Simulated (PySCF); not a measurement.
The vertical singlet excitations below were computed for one of the candidates. Computed, not measured: TDDFT CAM-B3LYP/def2-SVPD, vertical, gas phase, core orbitals frozen in the response (PySCF). Geometries: PBE0-D3(BJ)/def2-SVP, one conformer each. Relativistic effects are left out although some hold elements past zinc.

```tsv
state	λ (nm)	f
S1	155.1	0.109
S2	155.1	0.111
S3	150.3	0.0000
S4	150.3	0.0000
S5	138.0	0.011
S6	137.9	0.012
S7	136.1	0.053
S8	135.4	0.0000
S9	134.6	0.0024
S10	134.6	0.0023
```

Triplets computed (Tamm–Dancoff): 7.74, 7.75, 7.93, 7.93 eV.

Orbital energies (eV): HOMO-3 -10.93, HOMO-2 -10.93, HOMO-1 -9.76, HOMO -9.76, LUMO 0.97, LUMO+1 1.95, LUMO+2 2.01.

Question: Which structure fits?
A. `CC(Cl)(C)C`
B. `CC[As]([SiH3])[SiH3]`
C. `C[Si](C)(C)Cl`

Answer: C. Its S1, at 7.99 eV, is the highest among the candidates; the nearest of the others has S1 at 7.19 eV. Löwdin shares by element: HOMO (one of a set within 0.03 eV) chlorine 50%, carbon 27% or more, silicon 12%; LUMO carbon 29%, silicon 20% (atoms not listed hold the other 51%). At the same level the other candidates give, for their lowest levels:
- `CC[As]([SiH3])[SiH3]`: 216 nm (f 0.060); 201 nm (f 0.071); 198 nm (f 0.053); 191 nm (f 0.014); 180 nm (f 0.132); T1 5.01 eV; HOMO -8.15, LUMO 0.74 eV
- `CC(C)(C)Cl`: 172 nm (f 0.002 summed over 2 states); 152 nm (f 0.121 summed over 2 states); 134 nm (f 0.004 summed over 2 states); 133 nm (f 0.002 summed over 2 states); 133 nm (f 0.000); T1 6.52 eV; HOMO -9.70, LUMO 1.15 eV
